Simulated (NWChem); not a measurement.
System: SbH, triplet; SMILES [SbH]

The following NWChem deck was run.

```
start job
memory heap 200 mb stack 900 mb global 1100 mb
geometry units angstroms noautoz
  Sb     0.000000     0.000000    -0.012455
  H      0.000000     0.000000     1.704553
end
basis spherical
  Sb library def2-tzvp
  H library def2-tzvp
end
ecp
  Sb library def2-ecp
end
dft
  odft
  mult 3
  xc xpbe96 cpbe96
  iterations 150
  mulliken
end
task dft energy
```

NWChem printed, in part:

```
             Northwest Computational Chemistry Package (NWChem) 7.3.0
             --------------------------------------------------------

 ORDER OF PRIMARY AXIS IS BEING SET TO 4
 C4V symmetry detected

                             Geometry "geometry" -> ""
                             -------------------------

 Output coordinates in angstroms (scale by  1.889725989 to convert to a.u.)

  No.       Tag          Charge          X              Y              Z
 ---- ---------------- ---------- -------------- -------------- --------------
    1 Sb                  51.0000     0.00000000     0.00000000    -0.03301938
    2 H                    1.0000     0.00000000     0.00000000     1.68398862

 Effective nuclear repulsion energy (a.u.)      15.7180628739

      Symmetry information
      --------------------

 Group name             C4v
 Group number             18
 Group order               8
 No. of unique centers     2

 Summary of "ao basis" -> "ao basis" (spherical)
 ------------------------------------------------------------------------------
       Tag                 Description            Shells   Functions and Types
 ---------------- ------------------------------  ------  ---------------------
 Sb                        def2-tzvp                16       50   6s5p3d2f
 H                         def2-tzvp                 4        6   3s1p

      Symmetry analysis of basis
      --------------------------

        a1         20
        a2          0
        b1          5
        b2          5
        e          26

            General Information
            -------------------
          SCF calculation type: DFT
          Wavefunction type:  spin polarized.
          No. of atoms     :     2
          No. of electrons :    24
           Alpha electrons :    13
            Beta electrons :    11
          Charge           :     0
          Spin multiplicity:     3
          Use of symmetry is: on ; symmetry adaption is: on
          Maximum number of iterations: 150
          AO basis - number of functions:    56
                     number of shells:    20
          Convergence on energy requested:  1.00D-06
          Convergence on density requested:  1.00D-05
          Convergence on gradient requested:  5.00D-04

              XC Information
              --------------
          PerdewBurkeErnzerhof Exchange Functional  1.000
            Perdew 1991 LDA Correlation Functional  1.000 local
           PerdewBurkeErnz. Correlation Functional  1.000 non-local

             Grid Information
             ----------------
          Grid used for XC integration:  medium
          Radial quadrature: Mura-Knowles
          Angular quadrature: Lebedev.
          Tag              B.-S. Rad. Rad. Pts. Rad. Cut. Ang. Pts.
          ---              ---------- --------- --------- ---------
          Sb                  1.45      123           8.0       590
          H                   0.35       45           8.0       434
          Grid pruning is: on
          Number of quadrature shells:   168
          Spatial weights used:  Erf1

      Superposition of Atomic Density Guess
      -------------------------------------

 Sum of atomic energies:        -278.13345773

      Non-variational initial energy
      ------------------------------

 Total energy =    -239.576140
 1-e energy   =    -433.965671
 2-e energy   =     187.300993
 HOMO         =      -0.157350
 LUMO         =      -0.157350

 !!!!!!!!!!!!!!!!!!!!!!!!!!!!!!!!!!!!!!!!!!!!!!!!!!!!!!!!!!!!!!!!!!!!!!
 Warning - the HOMO and LUMO are degenerate and you are using symmetry.
 This can lead to non-variational energies and poor convergence.
 Modify the initial guess, or use an open-shell wavefunction, or turn
 off symmetry.
 !!!!!!!!!!!!!!!!!!!!!!!!!!!!!!!!!!!!!!!!!!!!!!!!!!!!!!!!!!!!!!!!!!!!!!

   Symmetry analysis of molecular orbitals - initial alpha
   -------------------------------------------------------

 !! scf_movecs_sym_adapt:   10 vectors were symmetry contaminated

  Symmetry fudging

 !! scf_movecs_sym_adapt:    8 vectors were symmetry contaminated

  Numbering of irreducible representations:

     1 a1          2 a2          3 b1          4 b2          5 e

  Orbital symmetries:

     1 a1          2 a1          3 e           4 e           5 a1
     6 e           7 e           8 b2          9 b1         10 a1
    11 a1         12 e          13 e          14 a1         15 a1
    16 e          17 e          18 a1         19 e          20 e
    21 b1         22 b2         23 a1

   Symmetry analysis of molecular orbitals - initial beta
   ------------------------------------------------------

 !! scf_movecs_sym_adapt:   10 vectors were symmetry contaminated

  Symmetry fudging

 !! scf_movecs_sym_adapt:    8 vectors were symmetry contaminated

  Numbering of irreducible representations:

     1 a1          2 a2          3 b1          4 b2          5 e

  Orbital symmetries:

     1 a1          2 a1          3 e           4 e           5 a1
     6 e           7 e           8 b2          9 b1         10 a1
    11 a1         12 e          13 e          14 a1         15 a1
    16 e          17 e          18 a1         19 e          20 e
    21 b1         22 b2         23 a1

     ---------------------------------------------
      Total Density - Mulliken Population Analysis
     ---------------------------------------------

    Atom       Charge   Shell Charges
 -----------   ------   -------------------------------------------------------
    1 Sb  23    22.97   0.16 -0.66  1.57  0.93  1.08  0.87 -0.46  6.43  0.76  1.43  0.85  9.03  0.95  0.05  0.01  0.00
    2 H    1     1.03   0.20  0.53  0.28  0.01

     --------------------------------------------
      Spin Density - Mulliken Population Analysis
     --------------------------------------------

[...]
```

Level: PBE/def2-TZVP with def2 effective core potentials on Sb, spin-unrestricted. Coordinates come from a PBE0-D3(BJ)/def2-TZVP, spin-unrestricted optimisation. No stability test was run on the SCF state. def2 effective core potentials on Sb; no spin-orbit coupling.
